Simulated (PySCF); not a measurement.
FH₆NOSi₂. Atoms are numbered in the order given.

```xyz
11

Si     1.2941    -0.7711     0.7388
F      2.5852     0.0982     0.2866
O     -0.0051    -0.3311    -0.1507
Si    -1.1938     0.8167    -0.4224
N     -2.7181     0.1564    -0.8354
H      1.0672    -0.4874     2.1815
H      1.5990    -2.1983     0.4747
H     -0.7370     1.6558    -1.5611
H     -1.3562     1.5925     0.8404
H     -2.8787    -0.2376    -1.7552
H     -3.2990    -0.2929    -0.1371
```

The structure is a stationary point at PBE0-D3(BJ)/def2-SVP. The structure was generated by enumeration, and PubChem lists no compound with its InChIKey, so it may never have been made. Other conformers were not sampled.

Method: TDDFT-PBE/def2-SVPD run with PySCF.

Vertical excitations. The molecule is in vacuum.

Computed lowest excited states:
```
state  energy (eV)  λ (nm)      f                          main pairs
-----  -----------  ------  -----  ----------------------------------
S1            6.23     199  0.040                      HOMO→LUMO 94 %
S2            6.39     194  0.019                    HOMO→LUMO+1 86 %
S3            6.63     187  0.029                    HOMO→LUMO+2 87 %
S4            6.89     180  0.006                    HOMO−1→LUMO 99 %
S5            7.14     174  0.008                    HOMO→LUMO+3 97 %
S6            7.19     172  0.012                  HOMO−1→LUMO+1 98 %
S7            7.30     170  0.004                  HOMO−1→LUMO+2 98 %
S8            7.45     166  0.007                    HOMO−2→LUMO 92 %
S9            7.54     164  0.011                    HOMO→LUMO+4 83 %
S10           7.63     163  0.012                    HOMO→LUMO+5 95 %
T1            5.91     210      0                      HOMO→LUMO 98 %
T2            6.27     198      0  HOMO→LUMO+2 61 %, HOMO→LUMO+1 38 %
T3            6.36     195      0  HOMO→LUMO+1 62 %, HOMO→LUMO+2 37 %
T4            6.72     184      0                    HOMO−1→LUMO 97 %
```
Triplets are in the Tamm–Dancoff approximation, which puts them higher than full response would, so one can lie above its singlet here.
